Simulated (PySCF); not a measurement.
C₆ coefficients of unlike pairs at MN15

Calculated with PySCF 2.14 from the dipole response of each species, C₆(A,B) = (3/π) ∫ α_A(iu) α_B(iu) du, in atomic units, from isotropic polarisabilities. For ions this is the dispersion term alone; charge-induced terms of lower order in 1/R come first.

| species | configuration | basis | relativity | α (bohr³) | C₆ (like pair) |
| --- | --- | --- | --- | --- | --- |
| C³⁺ | [He] 2s1 (2S) | aug-cc-pVTZ-DK (5s4p3d2f) | spin-free X2C | 2.941 | 2.052 |
| Al⁺ | [Ne] 3s2 (1S) | aug-cc-pCVQZ-DK (10s9p7d5f3g) | spin-free X2C | 23.60 | 116.2 |
| F | [He] 2s2 2p5 (2P) | dyall-av3z (15s9p3d2f) | none | 3.456 | 9.220 |

(1) Estimate C₆ for F with Al⁺.

No spin-orbit coupling is included.

The other pairs:

| pair | C₆ |
| --- | --- |
| F, C³⁺ | 3.785 |
| Al⁺, C³⁺ | 15.38 |

Answers

(1) The integral gives 26.97. The combination rule 2 C_A C_B / (C_A α_B/α_A + C_B α_A/α_B) gives 26.79 and the geometric mean 32.73.
